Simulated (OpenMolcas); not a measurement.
# Li: effect of the active space

```yaml
Program: OpenMolcas 26.06
Method: SS-CASPT2 or its RAS form, IPEA 0.25 Eh, imaginary shift 0.1 Eh
Basis: ANO-RCC-VQZP
Scalar_Hamiltonian: DKH3, point nucleus
Spin-orbit_coupling: state interaction with AMFI integrals over the reference wave functions, term energies averaged over their components
```

A. 1 electron in 4 orbitals (2s 2p); 2S+1 = 2 even, 1 root; 2S+1 = 2 odd, 3 roots; closed shells correlated: 1s; CASPT2 step of the order of 0.6 core-seconds
B. 1 electron in 9 orbitals (RAS2 2s 2p; RAS3 3d, at most 1 electron); 2S+1 = 2 even, 1 root; 2S+1 = 2 odd, 3 roots; closed shells correlated: 1s; CASPT2 step of the order of 0.9 core-seconds

Energies in cm⁻¹ above 2s ²S_1/2, the measured ground level; measured values from NIST Handbook of Basic Atomic Spectroscopic Data.

```csv
Level,A,B,Measured
2s ²S_1/2,0.0,0.0,0.0
2p ²P°_1/2,14886,14886,14904
2p ²P°_3/2,14886,14886,14904
```

Deviations, from unrounded energies. A percentage is the sum of absolute deviations over the sum of measured energies, with the sign that they share, or ± where signs differ.

| Against measurement | Levels | A | B |
| --- | --- | --- | --- |
| mean absolute deviation (cm-1) | 2 | 18 | 18 |
| other configurations (%) | 2 | -0.1 | -0.1 |

A, B lie about equally close to measurement. The largest miss of B in the table is 2p ²P°_3/2, by -18 cm-1. The ranking rests on the paired levels alone, and a cruder setting can come out closer through cancelling errors.

Between A and B no level of the table moves by more than 5 cm-1.

ANO sets are built for ground and valence states and can reach diffuse excited orbitals poorly. With one active electron, CASPT2 adds the correlation within the correlated inactive shells and between them and that electron, and leaves the splitting within a term as the reference gives it. With one active electron outside closed inactive shells, the extra shells (3d) add no correlation to the reference (holds for B). Computed and measured levels are paired by configuration, term and J; levels that our copy of the source lacks, or whose pairing is in doubt (as where it misses far off the trend of its configuration), stay unpaired and out of the deviations. Only configurations of the active space appear.

° marks odd parity.
